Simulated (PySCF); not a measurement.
Calculation: PBE0-D4/def2-TZVP // PBE0-D4/def2-SVP (PySCF 2.14.0). All species are isolated molecules in the gas phase. One relaxed conformer stands for a flexible species; it need not be the lowest. Excitations are Tamm–Dancoff values on a coarser integration grid. The basis has no diffuse functions, so Rydberg states are missing or too high.

Reference species (SMILES): `Bc1ccc2sc(B)cc2c1` (neutral, multiplicity 1).

| Property | Result |
|---|---|
| brightest of the four lowest singlets (TDA) | 4.72 eV |
| HOMO | -6.87 eV |
| S1–T1 gap (TDA) | 1.16 eV |
| S1 oscillator strength | 0.024 |

Changed species: `c1c2sccc2c(cc1B)B`.

Q: Give the shifts of the brightest of the four lowest singlets (TDA), HOMO, S1–T1 gap (TDA) and S1 oscillator strength.

A: the brightest of the four lowest singlets (TDA) falls by 0.05 eV, to 4.67 eV; the HOMO stays essentially unchanged; the S1–T1 gap (TDA) falls by 0.14 eV, to 1.02 eV; the S1 oscillator strength increases by 0.111, to 0.135.
